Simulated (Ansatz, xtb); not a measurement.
This singlet lies 0.49 eV below the relaxed triplet at the level frozen-core CCSD(T)/cc-pVTZ // B3LYP-D3(BJ)/def2-TZVP (Ansatz, an electronic-structure program).

A geometry relaxed with GFN2-xTB (xtb 6.7.1), charge 0, multiplicity 1:

```xyz
5

H     -1.2048     1.0693     0.0159
B     -0.7194     0.0073     0.0884
H     -1.2809    -0.8833    -0.4216
Ge     1.2269    -0.2694     0.9810
F      1.9781     0.0762    -0.6637
```

Write the SMILES of this molecule.

`[BH2][Ge][F]`
